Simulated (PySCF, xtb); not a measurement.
C5H9F, SMILES C[C@H](F)C1CC1. The values are those of a single conformer.

Harmonic wavenumbers (cm⁻¹) from xtb 6.7.1 with GFN2-xTB at its own minimum, in rising order: 64, 181, 198, 290, 342, 461, 491, 787, 832, 862, 908, 983, 1001, 1013, 1073, 1077, 1087, 1100, 1115, 1153, 1189, 1245, 1274, 1292, 1396, 1398, 1440, 1474, 1488, 1494, 2902, 3044, 3049, 3054, 3057, 3090, 3094, 3098, 3115.

### Question
What does PBE-D3(BJ)/def2-SVP (PySCF) give at its own minimum? (The exact figures need the calculation; the answer reports its results.)

### Answer
85, 190, 235, 285, 343, 469, 486, 740, 797, 808, 881, 932, 945, 964, 1012, 1023, 1079, 1083, 1106, 1138, 1186, 1197, 1270, 1307, 1342, 1379, 1388, 1407, 1419, 1456, 2932, 2979, 3060, 3065, 3073, 3076, 3080, 3150, 3161. Paired by order, the mean absolute difference is 31 cm⁻¹ and the zero-point energies are 80.4 and 79.4 kcal/mol.
